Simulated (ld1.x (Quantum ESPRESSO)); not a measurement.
Results of a calculation; reference values are marked as such.
**Pseudopotentials across the periodic table**

Generated with ld1.x 7.5 (TM, RRKJ, ultrasoft, PAW), atompaw 4.2 or ONCVPSP 4.0.1. The cutoff is in Ry: for ld1.x and atompaw files where the sum of valence levels is converged to 10 mRy in a Bessel basis, for ONCV files where the hardest occupied wave has 1 mHa per electron of residual kinetic energy. The error is the largest all-electron minus pseudo excitation energy over each file’s own four to seven test configurations (ionisations up to +4, promotions, holes and added fractions of an electron), all of which were solved. The labels leave out finer settings (local radius, basis sizes, second energies), which also bear on the numbers. Spin-polarised tests are not counted. The rows are a selection from randomly drawn settings: files with unsolved tests, undetermined cutoffs or missed reference levels are left out.

A true bound ghost makes a file unfit for plane-wave use even where its test errors are small: the radial tests pick states by their node count and pass the ghost by.

```csv
element,potential,cutoff (Ry),largest error (meV),bound ghosts
Ge,"TM, LDA (PZ), scalar-relativistic, rc 1.35/2.20 (sp), local s, core correction yes, reference 4s1 4p3",35,-163,none
Ge,"PAW, LDA (PZ), scalar-relativistic, rc 1.70/2.25 (sp), local smoothed, core correction yes, reference 4s2 4p2",10,-337,none
Rh,"RRKJ, PBE, scalar-relativistic, rc 1.40/1.45/1.78 (spd), local s, core correction no, reference 4s2 4p6 4d7 5s0 5p0",80,+1013,none
In,"TM, LDA (PZ), non-relativistic, rc 2.05/2.55/2.75 (spd), local smoothed, core correction no, reference 5s2 5p0.75",12,+158,none
Pr,"TM, LDA (PZ), scalar-relativistic, rc 3.40/1.75/2.45/1.80 (spdf), local smoothed, core correction no, reference 4f2 5p6 5d1 6s2 6p0",110,-358,s
Pt,"TM semilocal, PBEsol, scalar-relativistic, rc 2.25/2.60/2.00 (spd), local s, core correction yes, reference 5d9 6s0 6p0",40,-644,none
```

Fill in the row for Ta: RRKJ, BP86, scalar-relativistic, rc 3.00/3.15/1.65 (spd), local s, core correction yes, reference 5d3 6s2 6p0.

cutoff 40 Ry, largest error -239 meV, bound ghosts: none.

Fill in the row for Si: TM, PBE, scalar-relativistic, rc 1.15/1.35 (sp), local s, core correction no, reference 3s1 3p0.

cutoff 55 Ry, largest error +198 meV, bound ghosts: none.

Fill in the row for As: ultrasoft, PBE, scalar-relativistic, rc 1.80/1.85/1.95 (spd), local smoothed, core correction yes, reference 4s2 4p3.

cutoff 10 Ry, largest error -466 meV, bound ghosts: none.
